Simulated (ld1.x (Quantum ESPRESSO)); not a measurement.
**Plane-wave convergence, TM semilocal potential for tellurium (Te)**

```
Element                 : Te
Generator               : ld1.x (Quantum ESPRESSO) 7.5
Type                    : norm-conserving Troullier–Martins (semilocal form)
Functional              : PBE
Relativity              : scalar-relativistic
Frozen core             : [Kr] 4d10
Valence charge          : 6
Reference configuration : 5s2 5p3.5 (charge +0.5)
Partial waves           : 5p (bound): rc 1.85 bohr; 5d channel at 0.45 Ry: rc 1.75 bohr; 5s (bound): rc 1.45 bohr
Local potential         : the s channel
Core correction         : a·sin(br)/r model core inside 1.30 bohr
```

The pseudo-atom Hamiltonian at the reference potential is diagonalised in spherical Bessel functions j_l(qr) that vanish at 20 bohr, with q² up to the cutoff. All-electron valence levels (Ry): 5p -0.7120, 5s -1.4066.

Question: How do the lowest levels (Ry) of each channel move with the cutoff, and are there ghosts?

Answer:

```tsv
cutoff (Ry)	p #1	p #2	d #1	s #1	Σ f·Δε (mRy)
8	-0.6976	-0.0866	-0.0752	-1.2929	278.0
18	-0.7098	-0.0878	-0.0797	-1.3250	171.1
35	-0.7118	-0.0880	-0.0806	-1.3973	19.5
60	-0.7120	-0.0880	-0.0813	-1.4033	6.9
100	-0.7120	-0.0880	-0.0820	-1.4057	1.9
160	-0.7120	-0.0880	-0.0826	-1.4064	0.4
400	-0.7120	-0.0880	-0.0826	-1.4066	0.0
```

Result: no extra level below or beside the all-electron valence levels (p, d, s tested); the semilocal form is local in each channel, so this says nothing of the separable form that plane-wave codes build from it; 10 mRy is reached at 55 Ry and 1 mRy at 120 Ry.
